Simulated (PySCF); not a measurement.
**1-bromo-2-isopropylbenzene, C9H11Br**

Molfile (atoms numbered from 1):
```
C9H11Br
     RDKit          3D

 21 21  0  0  0  0  0  0  0  0999 V2000
   -1.7179    1.1146    0.1125 C   0  0  0  0  0  0  0  0  0  0  0  0
   -0.9202    0.1335    0.9749 C   0  0  0  0  0  0  0  0  0  0  0  0
   -1.4283    0.1194    2.4123 C   0  0  0  0  0  0  0  0  0  0  0  0
    0.5610    0.4249    0.8575 C   0  0  0  0  0  0  0  0  0  0  0  0
    1.2109    1.2705    1.7669 C   0  0  0  0  0  0  0  0  0  0  0  0
    2.5626    1.5832    1.6558 C   0  0  0  0  0  0  0  0  0  0  0  0
    3.3152    1.0467    0.6144 C   0  0  0  0  0  0  0  0  0  0  0  0
    2.7032    0.2055   -0.3097 C   0  0  0  0  0  0  0  0  0  0  0  0
    1.3466   -0.0912   -0.1849 C   0  0  0  0  0  0  0  0  0  0  0  0
    0.5894   -1.2316   -1.4996 Br  0  0  0  0  0  0  0  0  0  0  0  0
   -1.3953    1.0742   -0.9383 H   0  0  0  0  0  0  0  0  0  0  0  0
   -1.5801    2.1472    0.4713 H   0  0  0  0  0  0  0  0  0  0  0  0
   -2.7934    0.8803    0.1485 H   0  0  0  0  0  0  0  0  0  0  0  0
   -1.0757   -0.8746    0.5570 H   0  0  0  0  0  0  0  0  0  0  0  0
   -0.8216   -0.5396    3.0514 H   0  0  0  0  0  0  0  0  0  0  0  0
   -1.4276    1.1254    2.8614 H   0  0  0  0  0  0  0  0  0  0  0  0
   -2.4673   -0.2422    2.4393 H   0  0  0  0  0  0  0  0  0  0  0  0
    0.6351    1.6949    2.5917 H   0  0  0  0  0  0  0  0  0  0  0  0
    3.0287    2.2462    2.3882 H   0  0  0  0  0  0  0  0  0  0  0  0
    4.3781    1.2785    0.5165 H   0  0  0  0  0  0  0  0  0  0  0  0
    3.2736   -0.2259   -1.1339 H   0  0  0  0  0  0  0  0  0  0  0  0
  1  2  1  0
  2  3  1  0
  2  4  1  0
  4  5  2  0
  5  6  1  0
  6  7  2  0
  7  8  1  0
  8  9  2  0
  9 10  1  0
  9  4  1  0
  1 11  1  0
  1 12  1  0
  1 13  1  0
  2 14  1  0
  3 15  1  0
  3 16  1  0
  3 17  1  0
  5 18  1  0
  6 19  1  0
  7 20  1  0
  8 21  1  0
M  END
```

Computed, not measured: quadratic response CAM-B3LYP/def2-SVPD first hyperpolarisability, Taylor convention, gas phase (PySCF). Geometry: PBE0-D3(BJ)/def2-SVP.

The calculation is non-relativistic, which matters for the atoms heavier than Zn.

Give the tensor of the second harmonic β(−2ω;ω,ω) at 1907 nm in the axes of these coordinates.

In au, Taylor convention; rows are the first index (the induced dipole):
```tsv
	xx	yy	zz	xy	xz	yz
x	-21.8	-12.5	-17.4	-7.3	+1.4	-26.7
y	-6.7	+15.8	-3.3	-13.0	-27.0	-5.8
z	+1.9	-5.5	+24.5	-27.0	-18.2	-3.6
```
Norm of βᵢ = ⅓ Σⱼ (βᵢⱼⱼ + βⱼᵢⱼ + βⱼⱼᵢ): 56.6 au, hyper-Rayleigh value 30.8 au.
